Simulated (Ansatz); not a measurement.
The same molecule with X = O, S, Te. Ansatz, PBE0-D4/def2-TZVP geometries, multiplicity 1.

Elements past krypton have def2 core potentials. Outer-core shells of Sb, Te are correlated without core-valence functions. Spin–orbit coupling is left out.

```json
{"X": "O", "molecule": "`[OH][SbH2]`", "vertical ionisation energy (CCSD(T)/def2-TZVPP) / eV": "9.77", "mean X–H bond length / Å": "0.960", "mean X–Sb bond length / Å": "1.974", "size of the dipole moment (B3LYP/def2-TZVPP) / D": "1.97", "HOMO energy (ωB97M-V/def2-TZVPP) / eV": "-9.51", "zero-point energy (PBE0-D4/def2-TZVP) / kJ/mol": "70.0"}
{"X": "S", "molecule": "`[SH][SbH2]`", "vertical ionisation energy (CCSD(T)/def2-TZVPP) / eV": "9.48", "mean X–H bond length / Å": "1.342", "mean X–Sb bond length / Å": "2.426", "size of the dipole moment (B3LYP/def2-TZVPP) / D": "1.67", "HOMO energy (ωB97M-V/def2-TZVPP) / eV": "-9.46", "zero-point energy (PBE0-D4/def2-TZVP) / kJ/mol": "59.7"}
```

Give the row for X = Te, `[SbH2][TeH]`. (Estimate.)

The calculation gave: 
| X | molecule | vertical ionisation energy (CCSD(T)/def2-TZVPP) / eV | mean X–H bond length / Å | mean X–Sb bond length / Å | size of the dipole moment (B3LYP/def2-TZVPP) / D | HOMO energy (ωB97M-V/def2-TZVPP) / eV | zero-point energy (PBE0-D4/def2-TZVP) / kJ/mol |
| --- | --- | --- | --- | --- | --- | --- | --- |
| Te | `[SbH2][TeH]` | 8.41 | 1.657 | 2.765 | 0.93 | -8.50 | 53.4 |

From O to Te the vertical ionisation energy (CCSD(T)/def2-TZVPP) falls at each step, by 1.36 eV in all; the mean X–H bond length rises at each step, by 0.697 Å in all; the mean X–Sb bond length rises at each step, by 0.791 Å in all; the HOMO energy (ωB97M-V/def2-TZVPP) rises at each step, by 1.01 eV in all; the zero-point energy (PBE0-D4/def2-TZVP) falls at each step, by 16.6 kJ/mol in all. Bonds lengthen as the atom grows down the group. Dipoles are sizes alone, and their direction can turn along the series.

B3LYP here is the variant with VWN-RPA as its local correlation; programs differ in this.
